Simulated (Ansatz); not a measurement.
Relaxation of ClH$_{8}$NO$_{2}$SiSn (14 atoms, charge 0, multiplicity 1), to a largest force component of 0.03 eV/Å in at most 50 steps.

Theory: RKS PBE/def2-SVP (Ansatz 0.2.0).

```xyz
14
Properties=species:S:1:pos:R:3
Sn 0.361 0.402 -0.640
Cl 0.453 -0.564 2.847
O 2.065 -0.632 -0.878
H 1.866 -1.589 -0.819
H -0.262 1.053 -2.099
O -1.133 -0.718 0.063
H -0.877 -1.042 0.955
N 1.006 1.941 0.622
H 1.991 1.798 0.881
Si 0.551 3.638 0.478
H -0.225 3.835 -0.798
H -0.327 4.091 1.615
H 1.781 4.505 0.458
H 0.437 0.709 2.412
```

Q: Where does it end, and by what steps?

A: The run converged. After 43 steps the energy has fallen by 1.241 eV; H5 moved furthest, 1.84 Å. Parted: Cl2–H14 (1.34 → 2.69 Å). Joined: Sn1–Cl2 (3.62 → 2.42 Å), N8–H14 (2.25 → 1.03 Å).

```json
{"step": "0", "energy less start (eV)": "0.0000", "largest force component (eV/Å)": "0.600", "accepted": "yes"}
{"step": "2", "energy less start (eV)": "-0.1708", "largest force component (eV/Å)": "0.369", "accepted": "yes"}
{"step": "4", "energy less start (eV)": "-0.2351", "largest force component (eV/Å)": "0.093", "accepted": "yes"}
{"step": "6", "energy less start (eV)": "-0.2570", "largest force component (eV/Å)": "0.145", "accepted": "yes"}
{"step": "8", "energy less start (eV)": "-0.2651", "largest force component (eV/Å)": "0.297", "accepted": "yes"}
{"step": "10", "energy less start (eV)": "-0.2839", "largest force component (eV/Å)": "0.581", "accepted": "yes"}
{"step": "12", "energy less start (eV)": "-0.3302", "largest force component (eV/Å)": "0.358", "accepted": "yes"}
{"step": "14", "energy less start (eV)": "-0.4586", "largest force component (eV/Å)": "0.903", "accepted": "yes"}
{"step": "16", "energy less start (eV)": "-0.6644", "largest force component (eV/Å)": "1.206", "accepted": "yes"}
{"step": "18", "energy less start (eV)": "-0.8422", "largest force component (eV/Å)": "0.488", "accepted": "yes"}
{"step": "20", "energy less start (eV)": "-0.8712", "largest force component (eV/Å)": "0.652", "accepted": "yes"}
{"step": "22", "energy less start (eV)": "-0.9027", "largest force component (eV/Å)": "0.163", "accepted": "yes"}
{"step": "24", "energy less start (eV)": "-0.9156", "largest force component (eV/Å)": "0.267", "accepted": "yes"}
{"step": "26", "energy less start (eV)": "-0.9439", "largest force component (eV/Å)": "0.313", "accepted": "yes"}
{"step": "28", "energy less start (eV)": "-0.9900", "largest force component (eV/Å)": "0.442", "accepted": "yes"}
{"step": "30", "energy less start (eV)": "-1.0446", "largest force component (eV/Å)": "1.679", "accepted": "yes"}
{"step": "32", "energy less start (eV)": "-1.1419", "largest force component (eV/Å)": "1.722", "accepted": "yes"}
{"step": "34", "energy less start (eV)": "-1.1988", "largest force component (eV/Å)": "0.197", "accepted": "yes"}
{"step": "36", "energy less start (eV)": "-1.2262", "largest force component (eV/Å)": "0.061", "accepted": "yes"}
{"step": "38", "energy less start (eV)": "-1.2348", "largest force component (eV/Å)": "0.178", "accepted": "yes"}
{"step": "40", "energy less start (eV)": "-1.2399", "largest force component (eV/Å)": "0.132", "accepted": "yes"}
{"step": "42", "energy less start (eV)": "-1.2412", "largest force component (eV/Å)": "0.043", "accepted": "yes"}
{"step": "43", "energy less start (eV)": "-1.2414", "largest force component (eV/Å)": "0.018", "accepted": "yes"}
```

```xyz
14
Properties=species:S:1:pos:R:3
Sn -0.172 0.103 0.151
Cl -0.312 -0.226 2.546
O 1.662 -0.168 -0.666
H 1.657 -1.073 -1.041
H -1.241 1.260 -0.551
O -0.912 -1.702 -0.390
H -1.004 -2.233 0.425
N 1.279 1.995 0.896
H 2.103 1.566 0.442
Si 0.912 3.685 0.442
H 0.715 3.709 -1.044
H -0.348 4.066 1.159
H 2.015 4.636 0.821
H 1.331 1.808 1.907
```

Whether the end is a true minimum wasn't checked by a vibrational analysis.

The run took 110 s on 4 threads of Arm Neoverse V1, on a shared host, peak memory 0.23 GiB.
